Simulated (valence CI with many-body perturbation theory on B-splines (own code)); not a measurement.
Values are calculated unless marked as measured or tabulated.
# Ladder of approximations for Rh²⁹⁺

Level of theory: relativistic CI+MBPT: six valence electrons over a frozen Dirac-Fock core [Ne], a basis of 9 s, 9 p, 8 d, 6 f, 3 g, 1 h functions for each j, with the one-electron correlation potential Σ1 (screened to all orders), the two-electron term Σ2, the three-electron term Σ3, Breit, model QED; selected single and double excitations, second order for the rest, scaled by the run's own slope (own B-spline code, finite nucleus).

The last digits are not significant, and no measured levels were compared; by estimate large intervals hold to a few tenths of a per cent, small ones and those within an open d or f shell to about a per cent. Among the levels kept, up to 1500 cm⁻¹ of a level comes from second order outside the variational space, and about a tenth of that is noise between levels of different J, which matters for small intervals.

Each rung adds one term. CI alone is the Dirac-Coulomb CI over the frozen core; QED comes last and gives the full result, which names the levels. Energies are above (3s^2 3p1/2^2 3p3/2^2) J=2 on the same rung, in cm⁻¹.

Levels are named by their leading jj configuration (3d3/2^4 stands for four electrons in 3d with j = 3/2), which in mixed levels can hold well under half, so a name can repeat and another be missing. Letters in brackets count levels of one name in rising energy.

```
                             Level  CI alone
        (3s^2 3p1/2^2 3p3/2^2) J=0     76166
          (3s^2 3p1/2 3p3/2^3) J=1    251007
          (3s^2 3p1/2 3p3/2^3) J=2    297980
                (3s^2 3p3/2^4) J=0    583914
          (3s 3p1/2^2 3p3/2^3) J=2    903094
(3s^2 3p1/2^2 3p3/2 3d3/2) J=1 [a]    952094
    (3s^2 3p1/2^2 3p3/2 3d3/2) J=2    986329
    (3s^2 3p1/2^2 3p3/2 3d3/2) J=0    999790
    (3s^2 3p1/2^2 3p3/2 3d3/2) J=3   1002530
    (3s^2 3p1/2^2 3p3/2 3d5/2) J=4   1053350
(3s^2 3p1/2^2 3p3/2 3d3/2) J=1 [b]   1063100
    (3s^2 3p1/2^2 3p3/2 3d5/2) J=2   1098520
    (3s^2 3p1/2^2 3p3/2 3d5/2) J=3   1149520
            (3s 3p1/2 3p3/2^4) J=0   1157810
    (3s^2 3p1/2^2 3p3/2 3d5/2) J=1   1189440
(3s^2 3p1/2 3p3/2^2 3d3/2) J=1 [a]   1194260
```

Task: What do these energies become with core correlation, Breit and QED?

Result: (3s^2 3p1/2^2 3p3/2^2) J=0 76048 (-118); (3s^2 3p1/2 3p3/2^3) J=1 248605 (-2402); (3s^2 3p1/2 3p3/2^3) J=2 294529 (-3451); (3s^2 3p3/2^4) J=0 578117 (-5797); (3s 3p1/2^2 3p3/2^3) J=2 897909 (-5185); (3s^2 3p1/2^2 3p3/2 3d3/2) J=1 [a] 946433 (-5661); (3s^2 3p1/2^2 3p3/2 3d3/2) J=2 979246 (-7083); (3s^2 3p1/2^2 3p3/2 3d3/2) J=0 993581 (-6209); (3s^2 3p1/2^2 3p3/2 3d3/2) J=3 994483 (-8051); (3s^2 3p1/2^2 3p3/2 3d5/2) J=4 1043550 (-9806); (3s^2 3p1/2^2 3p3/2 3d3/2) J=1 [b] 1055480 (-7625); (3s^2 3p1/2^2 3p3/2 3d5/2) J=2 1088910 (-9611); (3s^2 3p1/2^2 3p3/2 3d5/2) J=3 1139340 (-10182); (3s 3p1/2 3p3/2^4) J=0 1150720 (-7087); (3s^2 3p1/2^2 3p3/2 3d5/2) J=1 1179340 (-10100); (3s^2 3p1/2 3p3/2^2 3d3/2) J=1 [a] 1185650 (-8608).

Task: How does the ionisation energy move along the ladder, and which term matters most?

Result: CI alone 1681.3, + Σ1 1682.1, + Σ2 1682.1, + Σ3 1681.6, + Breit 1680.7, + QED 1680.7 eV. The largest step is Breit, -0.9 eV, with Σ1 about as large (0.8). NIST lists 1677.6 ± 2.2 eV (semi-empirical).
